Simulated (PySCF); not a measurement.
Sn(Me)4 (C4H12Sn), SMILES [CH3][Sn]([CH3])([CH3])[CH3]. Atoms are numbered in the order given.

```xyz
17

C      1.2453     1.2453    -1.2453
Sn     0.0000     0.0000     0.0000
C     -1.2453     1.2453     1.2453
C     -1.2453    -1.2453    -1.2453
C      1.2453    -1.2453     1.2453
H      0.6251     1.8875    -1.8875
H      1.8875     0.6251    -1.8875
H      1.8875     1.8875    -0.6251
H     -1.8875     0.6251     1.8875
H     -1.8875     1.8875     0.6251
H     -0.6251     1.8875     1.8875
H     -1.8875    -0.6251    -1.8875
H     -0.6251    -1.8875    -1.8875
H     -1.8875    -1.8875    -0.6251
H      1.8875    -1.8875     0.6251
H      1.8875    -0.6251     1.8875
H      0.6251    -1.8875     1.8875
```

Geometry optimised at PBE0-D3(BJ)/def2-SVP. The isomer is the one that the SMILES or the coordinates give; other isomers of the formula were not compared. The def2 effective core potentials stand for the cores of Sn; spin–orbit coupling is left out.

Level of theory: HF/def2-TZVP run with PySCF.

ESP charges are fitted to the potential on shells at 1.4 to 2.0 van der Waals radii. Atomic charges (e):

```tsv
atom	Löwdin	ESP fit	Mulliken
C1	-0.52	-0.81	-0.64
Sn2	0.76	1.29	1.10
C3	-0.52	-0.81	-0.64
C4	-0.52	-0.81	-0.64
C5	-0.52	-0.81	-0.64
H6	0.11	0.16	0.12
H7	0.11	0.16	0.12
H8	0.11	0.16	0.12
H9	0.11	0.16	0.12
H10	0.11	0.16	0.12
H11	0.11	0.16	0.12
H12	0.11	0.16	0.12
H13	0.11	0.16	0.12
H14	0.11	0.16	0.12
H15	0.11	0.16	0.12
H16	0.11	0.16	0.12
H17	0.11	0.16	0.12
```
